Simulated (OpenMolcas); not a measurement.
## SiHCl2O2 (SMILES [O][Si](O)(Cl)Cl): the dipole moment, rung by rung

The species is SiHCl2O2 (6 atoms), meant as a doublet with charge 0. As SMILES, `[O][Si](O)(Cl)Cl`. The coordinates come from a PBE0-D4/def2-TZVP relaxation. This is one conformer, not always the lowest.

```xyz
6

O    -1.2261    0.1809    1.2116
Si   -0.2709    0.0412   -0.1237
O     1.0519   -0.8558    0.1149
Cl   -1.2184   -0.7892   -1.6960
Cl    0.1114    2.0120   -0.4342
H     1.5941   -0.6532    0.8812
```

Each level gives the dipole moment (D). The values are calculated.

```csv
level,kind,program,value (D),CPU time
USVWN5/cc-pVDZ,LDA,OpenMolcas,2.14,49 s
UBLYP/cc-pVDZ,GGA,OpenMolcas,2.00,65 s
U-r2SCAN/cc-pVDZ,meta-GGA,OpenMolcas,1.96,91 s
UTPSS/cc-pVDZ,meta-GGA,OpenMolcas,1.98,98 s
UB3LYP/cc-pVDZ,global hybrid,OpenMolcas,1.88,68 s
UBHLYP/cc-pVDZ,global hybrid,OpenMolcas,1.85,72 s
UM06-2X/cc-pVDZ,hybrid meta-GGA,OpenMolcas,1.88,99 s
UPBE0/cc-pVDZ,global hybrid,OpenMolcas,1.89,68 s
```

The values span 1.85 to 2.14 D. Magnitudes only. Times are those of the runs behind each value, whatever else they computed, on shared processors of several kinds: orders of magnitude only.
